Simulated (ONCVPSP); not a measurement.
**What one change does to a pseudopotential (niobium (Nb), ONCV)**

* Element: niobium (Nb)
* Generator: ONCVPSP 4.0.1
* Type: optimised norm-conserving Vanderbilt (ONCV)
* Functional: PBE
* Relativity: scalar-relativistic
* Frozen core: [Ar] 3d10
* Valence charge: 13
* Reference configuration: 4s2 4p6 4d4 5s1
* Partial waves: 4s+5s: rc 1.60 bohr, ncon 4, nbas 8, qcut 6.8 1/bohr, 2 projectors; 4p: rc 1.45 bohr, ncon 3, nbas 8, qcut 6.9 1/bohr, 1 projector; 4d: rc 2.00 bohr, ncon 5, nbas 9, qcut 7.6 1/bohr, 3 projectors, debl 2.2 Ha
* Local potential: polynomial inside 1.25 bohr (lpopt 5, dvloc0 -1 Ha)
* Core correction: Teter function, fcfact 2, rcfact 1.6

All-electron outer shells of the reference configuration (PBE, scalar-relativistic, ld1.x):

| shell | level (eV) | outermost node (bohr) | outermost maximum (bohr) |
| --- | --- | --- | --- |
| 3d | -196.29 | – | 0.33 |
| 4s | -58.39 | 0.53 | 1.04 |
| 4p | -34.52 | 0.54 | 1.12 |
| 5s | -3.98 | 1.41 | 3.08 |
| 4d | -3.04 | 0.55 | 1.49 |

Change: d: rc 2.94.

Cutoffs: the cutoffs (Ha) at which the residual kinetic energy of the hardest occupied pseudo-wave falls to 1 and 0.1 mHa per electron; they do not see the model core or the augmentation charge, which bear on the density cutoff. Errors are all-electron minus pseudo energies relative to the spin-unpolarised reference configuration.

Question: What does the change do?

Answer: The potential gets neither clearly harder nor softer (19 Ha and 24 Ha → 19 Ha and 24 Ha); the s channel sets the loose cutoff, while the largest relative change is in d, which becomes softer; of the 3 tests that both files solve, the error grows in 0 and shrinks in 2 by more than 15 % and 0.3 meV (median size 1.3 → 0.7 meV); neither file shows a bound ghost.

```csv
quantity,base,changed
"cutoff, loose",19 Ha,19 Ha
"cutoff, tight",24 Ha,24 Ha
loose cutoff by channel,"s 19 Ha, p 18 Ha, d 17 Ha","s 19 Ha, p 18 Ha, d 13 Ha"
bound ghosts,none,none
GHOST(+) flags under 300 eV,s at 177.3 eV,s at 177.3 eV
tests with a reliable result,3 of 4,3 of 4
"error for 4s2 4p6 4d4 5s0, meV [ΔE 6.64 eV]",-1.9,-0.7
"error for 4s2 4p6 4d3 5s0, meV [ΔE 20.68 eV]",-0.7,+0.8
"error for 4s2 4p6 4d4.5 5s0.5, meV [ΔE 0.56 eV]",-1.3,+0.1
s: phases at 1.62 bohr within 0.05 rad from the reference energy up to (Ha; the scan ends near 5),to the end of the scan,to the end of the scan
p: phases at 1.47 bohr within 0.05 rad from the reference energy up to (Ha; the scan ends near 5),1.7,1.7
"rms error of d²Exc/dni dnj with the model core, mHa",1.04,1.06
```
